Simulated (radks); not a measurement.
Initial-state core-level shifts of the ruthenium ion Ru+ when its valence configuration changes from [Kr] 4d7. Calculated with a radial shooting solver on a logarithmic mesh with Libxc functionals: Dirac Kohn-Sham, BLYP, spin-unpolarised, spherical densities, point nucleus; open shells are shared between the two j in proportion to 2j + 1. Shifts are changes of the shell-averaged eigenvalues in eV (positive: less bound).

[
 {"valence": "4d6 5p1", "2p": "-5.339", "3s": "-5.299", "4s": "-5.002", "4p": "-4.835"},
 {"valence": "4d6.5 5p0.5", "2p": "-2.601", "3s": "-2.587", "4s": "-2.461", "4p": "-2.384"},
 {"valence": "4d5 5p2", "2p": "-11.181", "3s": "-11.048", "4s": "-10.257", "4p": "-9.875"},
 {"valence": "4d5 5s2", "2p": "-8.643", "3s": "-8.479", "4s": "-7.706", "4p": "-7.343"},
 {"valence": "4d4.5 5s2 5p0.5", "2p": "-11.798", "3s": "-11.565", "4s": "-10.484", "4p": "-10.004"},
 {"valence": "4d6 5s1", "2p": "-4.036", "3s": "-3.978", "4s": "-3.671", "4p": "-3.507"},
 {"valence": "4d4 5s2 5p1", "2p": "-15.050", "3s": "-14.732", "4s": "-13.289", "4p": "-12.682"},
 {"valence": "4d5 5s1 5p1", "2p": "-9.944", "3s": "-9.794", "4s": "-9.013", "4p": "-8.641"},
 {"valence": "4d4.5 5p2.5", "2p": "-14.268", "3s": "-14.066", "4s": "-12.949", "4p": "-12.445"}
]
